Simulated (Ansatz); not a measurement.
trans-NiH(PF3)2F (NiP2HF7), relaxed as a singlet with RKS PBE-D4/def2-SVP in Ansatz, starting from the GFN2-xTB geometry. Force threshold 0.02 eV/Å.

The relaxation made no stability test and no search for a lower SCF solution.

Start:

```xyz
11

Ni    0.2124   -0.2830    0.3342
H     0.8369   -1.1096    1.2984
P     1.2104    1.5245    0.6306
F     1.9400    2.1244   -0.6206
F     2.3489    1.9332    1.6525
F     0.3183    2.7781    0.9279
F    -0.5804    0.7655   -0.8842
P    -1.1448   -1.6115   -0.5283
F    -2.6559   -1.1971   -0.4773
F    -1.4210   -3.1455   -0.2488
F    -1.0647   -1.7790   -2.0843
```

(1) Estimate the energy that the relaxation releases and the steps that it takes.

(2) Does the start keep its bonding?

(3) Predict the relaxed structure.

## Answers

(1) 11.1 kcal/mol, in 9 steps; 21 s on 4 threads of Intel Xeon Platinum 8175M on a shared host. No frequencies were taken in this run, so the end may be a saddle point.

(2) By distances, no bond broke or formed. The bond that changes most is Ni1–H2, from 1.42 to 1.46 Å (atoms count from 1).

(3) 
Cartesian coordinates in Å:
```
Ni -0.0424 0.0516 -0.0563
H 0.6046 -0.8044 0.9357
P 1.2210 1.5557 0.6257
F 2.2133 2.2146 -0.4383
F 2.2685 1.2901 1.8022
F 0.5404 2.8807 1.2016
F -0.8391 1.1143 -1.2793
P -1.1695 -1.6246 -0.5470
F -2.7556 -1.5129 -0.3948
F -0.9518 -3.0174 0.2045
F -1.0893 -2.1476 -2.0540
```
Bond lengths: 6 × F–P 1.60 Å; 2 × Ni–P 2.08 Å; 1 × F–Ni 1.81 Å; 1 × H–Ni 1.46 Å.
